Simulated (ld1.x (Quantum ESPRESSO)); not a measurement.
## As (Z = 33): one change to an ultrasoft potential, before and after

- Element: As (Z = 33)
- Generator: ld1.x (Quantum ESPRESSO) 7.5
- Type: ultrasoft
- Functional: PBE
- Relativity: scalar-relativistic
- Frozen core: [Ar] 3d10
- Valence charge: 5
- Reference configuration: 4s2 4p2.5 (charge +0.5)
- Partial waves: 4s (bound): rcut 1.55, rcutus 1.80 bohr; 4s channel at -0.7 Ry: rcut 1.55, rcutus 1.80 bohr; 4p (bound): rcut 1.60, rcutus 2.15 bohr; 4p channel at 1.4 Ry: rcut 1.60, rcutus 2.15 bohr
- Local potential: all-electron potential smoothed inside 1.35 bohr (lloc = -2)
- Core correction: a·sin(br)/r model core inside 0.90 bohr
- Augmentation charge: PSQ, radius 1.45 bohr

Change: functional PBEsol.

Cutoffs: the cutoffs (Ry, on a coarse ladder) from which the occupation-weighted sum of valence levels, in a spherical-Bessel basis at the reference potential, stays within 10 and 1 mRy of its value at 400 Ry; they do not see the model core or the augmentation charge, which bear on the density cutoff. Errors are all-electron minus pseudo energies relative to the spin-unpolarised reference configuration.

Question: Predict the effect on cutoff, ghosts and configuration errors.

Answer: The potential gets neither clearly harder nor softer (10 Ry and 18 Ry → 10 Ry and 18 Ry); the errors of the 7 common tests hardly move; neither file shows a bound ghost.

| quantity | base | changed |
| --- | --- | --- |
| cutoff, loose | 10 Ry | 10 Ry |
| cutoff, tight | 18 Ry | 18 Ry |
| bound ghosts | none | none |
| error for 4s2 4p3, meV [ΔE -3.56 eV] | +0.1 | +0.1 |
| error for 4s2 4p2, meV [ΔE 5.59 → 5.60 eV] | -2.0 | -2.0 |
| error for 4s2 4p1, meV [ΔE 23.51 → 23.54 eV] | -25 | -25 |
| error for 4s2 4p0, meV [ΔE 51.21 → 51.26 eV] | -108 | -110 |
| error for 4s1 4p0, meV [ΔE 101.86 → 101.89 eV] | -415 | -433 |
| error for 4s1 4p3, meV [ΔE 15.70 → 15.72 eV] | -17 | -17 |
| error for 4s1 4p4, meV [ΔE 5.86 → 5.87 eV] | -5.6 | -5.4 |
| s: phases at 2.36 bohr within 0.05 rad from the reference energy up to (Ry; the scan ends near 5) | 3.4 | 3.4 |
| p: phases at 2.36 bohr within 0.05 rad from the reference energy up to (Ry; the scan ends near 5) | 4.5 | 4.5 |
| lowest overlap eigenvalue by channel | s 0.39, p 0.62 | s 0.39, p 0.62 |
